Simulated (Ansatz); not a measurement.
Ansatz (an electronic-structure program) input:

Ansatz 0.2 input:
```yaml
crystal:
  periodic: [false, false, false]
  atoms:
    - {symbol: O, position_ang: [-0.97212285, -0.60096692, -0.89102347]}
    - {symbol: S, position_ang: [-0.28491959, -0.07238097, 0.31048704]}
    - {symbol: O, position_ang: [-0.04351813, 1.39597307, 0.20681504]}
    - {symbol: O, position_ang: [1.36688138, -0.65625544, 0.11691911]}
    - {symbol: H, position_ang: [1.74879025, 0.04809000, -0.42947801]}
basis:
  gaussian:
    orbitals: def2-TZVP
hamiltonian:
  xc: b3lyp
  dispersion: d3bj
total_charge: -1
phonons: {temperatures: {t_min: 298.15, t_max: 298.15, t_step: 100}}
```

Question: What final total energy does it print?

Answer: -624.65456 Eh (B3LYP-D3(BJ)/def2-TZVP). The basis has 136 functions. The run takes around 90 core-seconds (rough).

It need not be the lowest isomer of its formula. Whether it binds its extra electron was not tested at this geometry.
